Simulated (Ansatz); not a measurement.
Input for Ansatz (a first-principles code): R-BLYP/def2-TZVPP on C2H6FIn (SMILES C[CH2][InH][F]), a point of a torsion scan. Elements past Kr take the def2 small-core potentials; no spin–orbit coupling.

Ansatz 0.2 input:
```yaml
crystal:
  periodic: [false, false, false]
  atoms:
    - {symbol: C, position_ang: [-0.93219784, 0.18869340, -0.63259541]}
    - {symbol: C, position_ang: [-0.68558811, -0.19581954, 0.81376190]}
    - {symbol: In, position_ang: [1.51098742, -0.61478649, 1.13081298]}
    - {symbol: F, position_ang: [2.07572392, -2.09795032, -0.04720269]}
    - {symbol: H, position_ang: [-0.51298042, -0.56570777, -1.30240076]}
    - {symbol: H, position_ang: [-2.00374332, 0.25407800, -0.82756146]}
    - {symbol: H, position_ang: [-0.48137052, 1.15354360, -0.86893188]}
    - {symbol: H, position_ang: [-0.99608167, 0.58030869, 1.51021751]}
    - {symbol: H, position_ang: [-1.17390091, -1.13815587, 1.06232037]}
    - {symbol: H, position_ang: [2.90657304, -0.15461304, 2.06928278]}
basis:
  gaussian:
    orbitals: def2-TZVPP
hamiltonian:
  xc: {name: BLYP}
scf: {lower_state_search: off}
```

Program output:

```
WARN ansatz: RAYON_NUM_THREADS=1 ignored (pool sized by the plan → 1); use --threads N
Functional definition: BLYP
these checks for a lower state are left out or cut short: stability, starts, cluster_reference, orbital_swaps, neighbouring_geometries, increment
integrals: 0.14 GiB planned
1258 factors; their error is unknown
mean field: 0.99 GiB planned
mean field evaluation 1: about -10043.3185 eV, gradient 9.3e1 eV
mean field evaluation 2: about -9915.1360 eV, gradient 2.2e2 eV
mean field evaluation 4: about -10061.2887 eV, gradient 2.6e1 eV
mean field evaluation 8: about -10062.5593 eV, gradient 2.3e-1 eV
mean field evaluation 16: about -10062.5372 eV, gradient 3.0e-4 eV
mean field -10062.53716146 eV, -369.7914200511 hartree, gradient 5.1e-6 eV, S^2 0.000000; 0 other end points of the search recorded, 0 dependent functions left out
reference -10062.53758464 eV, -369.7914356025 hartree; 24, 24 occupied and 203, 203 virtual orbitals, 1258 factors
Total energy: -10062.53758464 eV, -369.7914356025 hartree
Checks for a lower state left out: stability, starts, cluster_reference, orbital_swaps, neighbouring_geometries, increment
```

The run converged.

Cost: around 2.8 core-seconds (rough).
